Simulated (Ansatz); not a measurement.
Consider the isomerisation: `OC#C[SiH3]` → `C1=C[SiH2]O1`.

Calculated with Ansatz (gas phase, PBE0-D4/def2-TZVP geometries, no zero-point term in ΔE). CBS: MP2 limit from def2 TZ/QZ plus the TZ coupled-cluster correction, frozen cores. DFT in def2-TZVPP. One conformer a species, not always the lowest.

`OC#C[SiH3]`:

```xyz
8

O     0.917   -1.622    2.059
C     0.490   -0.860    1.102
C     0.099   -0.094    0.254
Si   -0.489    1.043   -1.024
H     0.950   -2.543    1.771
H     0.573    2.017   -1.381
H    -0.861    0.270   -2.237
H    -1.681    1.788   -0.544
```

`C1=C[SiH2]O1`:

Cartesian coordinates in Å:
```
C 0.153 -0.174 1.112
C -0.859 -0.459 0.275
Si 0.233 0.321 -0.968
O 1.188 0.452 0.449
H 0.294 -0.342 2.177
H -1.796 -0.941 0.492
H 0.893 -0.507 -2.006
H -0.106 1.650 -1.532
```

```tsv
level	ΔE (kJ/mol)	difference from CCSD(T)/CBS
ωB97M-V	-155.8	-3.2
PBE	-149.3	3.3
BLYP	-128.7	23.9
PBE0	-156.8	-4.2
BHLYP	-146.5	6.1
CAM-B3LYP	-147.1	5.5
LC-ωPBE	-164.0	-11.4
HF/def2-TZVPP	-134.6	18.0
CCSD/def2-TZVPP	-148.3	4.3
MP2/CBS(def2)	-152.9	-0.3
CCSD(T)/CBS	-152.6	0
```

Largest T1 diagnostic among the species: 0.014.

From r2SCAN to r2SCAN0 (25 % exact exchange), in def2-TZVPP and without D4, ΔE moves by −4.6 kJ/mol. At CCSD(T), def2-SVP lies +23.2 kJ/mol from the extrapolated value and def2-TZVPP +3.0 kJ/mol.
